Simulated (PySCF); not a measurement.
## CuH⁺: input and log

State: ²Σ⁺ (doublet), unpaired electrons σ ↑.

An equivalent input (the run itself took its basis sets from the Basis Set Exchange, started from a PBE0 density and held the occupation σ 7α 6β, πx 3α 3β, πy 3α 3β, δx 1α 1β, δy 1α 1β):

```python
from pyscf import gto, dft
mol = gto.M(atom='Cu 0 0 0; H 0 0 1.494', basis={'Cu': 'def2-TZVPPD', 'H': 'def2-TZVPPD'},
            charge=1, spin=1, verbose=4, symmetry='C2v')
mf = dft.UKS(mol, xc='R2SCAN')
mf.grids.atom_grid = (80, 434)
mf.grids.prune = dft.gen_grid.treutler_prune
mf.irrep_nelec = {'A1': (8, 7), 'A2': (1, 1), 'B1': (3, 3), 'B2': (3, 3)}
mf.conv_tol = 1e-9
mf.max_cycle = 60
mf.diis_space = 10
mf.kernel()
```

The log (some set-up lines and the per-cycle HOMO/LUMO lines removed):

```
******** <class 'pyscf.dft.uks_symm.SymAdaptedUKS'> ********
method = SymAdaptedUKS
damping factor = 0
level_shift factor = 0
DIIS = <class 'pyscf.scf.diis.CDIIS'>
diis_start_cycle = 1
diis_space = 10
diis_damp = 0
SCF conv_tol = 1e-09
SCF conv_tol_grad = None
SCF max_cycles = 60
number electrons alpha = 15  beta = 14
Set gradient conv threshold to 3.16228e-05
init E= -1640.72645822125
cycle= 1 E= -1640.72634245214  delta_E= 0.000116  |g|= 0.0621  |ddm|= 0.109
cycle= 2 E= -1640.71440179806  delta_E= 0.0119  |g|= 0.261  |ddm|= 0.17
cycle= 3 E= -1640.72713166443  delta_E= -0.0127  |g|= 0.00919  |ddm|= 0.114
cycle= 4 E= -1640.727157937  delta_E= -2.63e-05  |g|= 0.00468  |ddm|= 0.01
cycle= 5 E= -1640.72716269805  delta_E= -4.76e-06  |g|= 0.00241  |ddm|= 0.00558
cycle= 6 E= -1640.72716396618  delta_E= -1.27e-06  |g|= 0.000422  |ddm|= 0.00321
cycle= 7 E= -1640.72716401555  delta_E= -4.94e-08  |g|= 0.000138  |ddm|= 0.000683
cycle= 8 E= -1640.72716402171  delta_E= -6.16e-09  |g|= 2.87e-05  |ddm|= 0.000172
cycle= 9 E= -1640.72716402191  delta_E= -1.94e-10  |g|= 2.68e-06  |ddm|= 3.17e-05
Extra cycle  E= -1640.72716402189  delta_E= 1.64e-11  |g|= 8.51e-06  |ddm|= 3.81e-06
converged SCF energy = -1640.72716402189  <S^2> = 0.75465258  2S+1 = 2.0046472
```

Repeating this along the bond gives Re = 1.480 Å and ωe = 1795 cm⁻¹.

A point of this curve took 1.8 CPU seconds beside 0.68 for the integrals, on Intel Xeon Platinum 8259CL @ 2.50GHz (shared host).

With d or f electrons several states lie close, and the lowest PBE0 determinant need not be the measured ground state.
